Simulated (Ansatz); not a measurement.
CH5BClNO (`NB(Cl)CO`) at its PBE0-D4/def2-TZVP geometry, where that method's forces vanish. Total charge 0; spin multiplicity 1.

```tsv
atom	x (Å)	y (Å)	z (Å)
N1	-0.074	0.591	1.592
B2	0.392	0.120	0.374
Cl3	2.151	-0.080	0.163
C4	-0.547	-0.198	-0.852
O5	-0.032	-1.105	-1.805
H6	0.534	0.849	2.351
H7	-1.053	0.708	1.786
H8	-1.499	-0.607	-0.494
H9	-0.799	0.764	-1.332
H10	0.928	-1.041	-1.783
```

Question: For each bond, give half the difference of the two atoms' forces along it (eV/Å; positive pushes the atoms apart) under PBE-D4, r2SCAN-D4, B3LYP-D4, ωB97M-V in def2-TZVPP. (Estimate.)

Answer: Computed: 
```tsv
bond	length (Å)	PBE-D4	r2SCAN-D4	B3LYP-D4	ωB97M-V
N1–B2	1.386	0.11	0.10	0.02	0.08
N1–H6	1.006	0.17	-0.03	-0.01	-0.05
N1–H7	1.006	0.18	-0.02	-0.02	-0.06
B2–Cl3	1.784	0.08	0.07	0.17	0.09
B2–C4	1.577	-0.19	-0.15	-0.07	-0.05
C4–O5	1.413	0.33	0.32	0.36	0.30
C4–H8	1.096	0.13	-0.03	-0.12	-0.13
C4–H9	1.105	0.12	-0.02	-0.11	-0.14
O5–H10	0.962	0.42	0.00	-0.06	-0.13
```

B3LYP here is the variant with VWN-RPA as its local correlation; programs differ in this.
